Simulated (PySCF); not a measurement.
# Structure revision by computed shifts

A compound C3H12O2Si3 gives the data below (simulated from a calculation) and was assigned the structure `[SiH3]O[SiH2]O[SiH2]C1CC1`.

13C{1H} NMR (computed): δ 145.0 (CH), 127.1 (CH2), 29.5 (CH2).

1H NMR (500 MHz, computed): δ 6.13 (m, 1H), 5.44 (m, 1H), 5.40 (m, 1H), 4.97 (s, 6H), 4.65 (t, 1H), 1.53 (m, 2H).

Calculated, not measured (PySCF 2.14): PBE0-D3(BJ)/def2-SVP structure, σ from GIAO-CAM-B3LYP/pcSseg-1. Non-relativistic, in vacuum, one conformer, fast rotation and ring inversion assumed for equivalent nuclei.

Referencing at the same level of theory: TMS for 1H and 13C.

(1) Compare with the shifts computed for the proposed structure, pairing carbons in order of shift.

(2) Which isomer fits?

## Answers

(1) Mapped SMILES: `[SiH3:1][O:2][SiH2:3][O:4][SiH2:5][CH:6]1[CH2:7][CH2:8]1`; H(Xn) means a hydrogen on atom n.

```
atom  computed for proposal  given list  difference
  C7                    3.4       145.0      -141.6
  C8                    3.4       127.1      -123.7
  C6                   -2.1        29.5       -31.6
```

The rms difference is 110.1 ppm and the largest -141.6 ppm at C7 (three-membered-ring carbon). The proposal also would give 2 carbon signals, not 3. The carbon types in order of shift don't match either: CH2, CH2, CH for the proposal against CH, CH2, CH2 in the data. The proposal doesn't fit.

(2) SMILES C=CC[SiH](O[SiH3])O[SiH3].

- Carbon types of the structure: 1 × CH, 2 × CH2, leaving 7 H on heteroatoms.
- δC 145.0: alkene CH; the olefinic region.
- δC 127.1: terminal =CH2 carbon; an sp2 carbon of a C=C bond.
- δH 6.13: hydrogen on an alkene CH; olefinic region.
- δH 1.53: hydrogen on an allylic sp3 CH2 bonded to Si; allylic position.

This is the structure that produced the data.

Shifts are as computed, not scaled to solution data. Of 1211 compounds with measured shifts, 218 miss one by over three times the rms of a fit or turn the order of signals round; such compounds aren't used in these exercises. Multiplicities follow the n + 1 count of equivalent neighbours, as no J values were calculated; m marks all less simple cases, F and P coupling included.
